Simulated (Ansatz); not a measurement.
cyclohexanone (C₆H₁₀O), singlet, at a GFN2-xTB geometry. Base run: SVWN5/6-31G in Ansatz (a first-principles code).

The Ansatz input:
Ansatz 0.2 input:
```yaml
crystal:
  periodic: [false, false, false]
  atoms:
    - {symbol: O, position_ang: [2.25319886, 0.38747361, -0.15059007]}
    - {symbol: C, position_ang: [1.11141593, 0.21481818, 0.19248471]}
    - {symbol: C, position_ang: [0.10583456, 1.33600325, 0.31546258]}
    - {symbol: C, position_ang: [-1.14762441, 1.02516163, -0.50667753]}
    - {symbol: C, position_ang: [-1.74025140, -0.31820921, -0.09700492]}
    - {symbol: C, position_ang: [-0.71145930, -1.42655699, -0.28893100]}
    - {symbol: C, position_ang: [0.54707611, -1.14425040, 0.53574342]}
    - {symbol: H, position_ang: [-0.16716421, 1.43383899, 1.36918106]}
    - {symbol: H, position_ang: [0.56339300, 2.27052471, -0.01264100]}
    - {symbol: H, position_ang: [-1.88087258, 1.82167185, -0.36534325]}
    - {symbol: H, position_ang: [-0.88337911, 0.99815491, -1.56614608]}
    - {symbol: H, position_ang: [-2.62673309, -0.52931101, -0.69820774]}
    - {symbol: H, position_ang: [-2.04747157, -0.27979996, 0.95085283]}
    - {symbol: H, position_ang: [-1.13173332, -2.38929918, 0.00864923]}
    - {symbol: H, position_ang: [-0.44034152, -1.49219443, -1.34496861]}
    - {symbol: H, position_ang: [1.30660714, -1.90714075, 0.35839349]}
    - {symbol: H, position_ang: [0.29215540, -1.14803285, 1.59848700]}
basis:
  gaussian:
    orbitals: 6-31G
hamiltonian:
  xc: {name: SVWN5}
```

Variants of this job, named by their change:

```json
[
 {"change": "base", "basis functions": "83", "E (Eh)": "-307.06889"},
 {"change": "basis = STO-3G", "basis functions": "45", "E (Eh)": "-303.28353"},
 {"change": "basis = 3-21G", "basis functions": "83", "E (Eh)": "-305.48533"},
 {"change": "basis = 6-31G*", "basis functions": "125", "E (Eh)": "-307.15833"},
 {"change": "basis = def2-SVP", "basis functions": "148", "E (Eh)": "-306.94042"},
 {"change": "basis = cc-pVDZ", "basis functions": "148", "E (Eh)": "-307.16259"},
 {"change": "basis = pc-1", "basis functions": "148", "E (Eh)": "-307.10863"},
 {"change": "basis = 6-31G**", "basis functions": "155", "E (Eh)": "-307.17041"},
 {"change": "basis = 6-311G**", "basis functions": "186", "E (Eh)": "-307.24550"},
 {"change": "basis = def2-SVPD", "basis functions": "223", "E (Eh)": "-306.96601"},
 {"change": "basis = 6-311++G**", "basis functions": "224", "E (Eh)": "-307.25146"},
 {"change": "basis = aug-pcseg-1", "basis functions": "251", "E (Eh)": "-307.12054"},
 {"change": "basis = def2-TZVP", "basis functions": "277", "E (Eh)": "-307.28356"}
]
```

Totals compare only among sets that treat the same electrons; sets with core potentials leave the core out.
